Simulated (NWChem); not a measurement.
C$_{2}$H$_{5}$FGe; SMILES C=[C](F)[GeH3]

```xyz
9

C     -1.1762    -1.7507     0.0003
C     -0.0715    -1.0077    -0.0010
F      1.1340    -1.6007     0.0000
Ge     0.0241     0.9447    -0.0035
H     -2.1577    -1.2750    -0.0005
H     -1.1186    -2.8431     0.0020
H     -1.4090     1.4962    -0.0089
H      0.7860     1.4121    -1.2535
H      0.7773     1.4161     1.2502
```
Atoms are numbered in this order, from 1.

Results from NWChem. Structure relaxed at the PBE0/def2-SVP level. Vzz is the largest principal value of the second derivative of the potential at the nucleus (NWChem prints the opposite sign); η is the asymmetry. Non-relativistic.

Question: Predict the results for B3LYP/def2-SVP. Quantities: Vzz Ge4 (a.u.); η Ge4.

Answer: 
```json
{
  "Vzz Ge4 (a.u.)": "0.368",
  "η Ge4": "0.15"
}
```
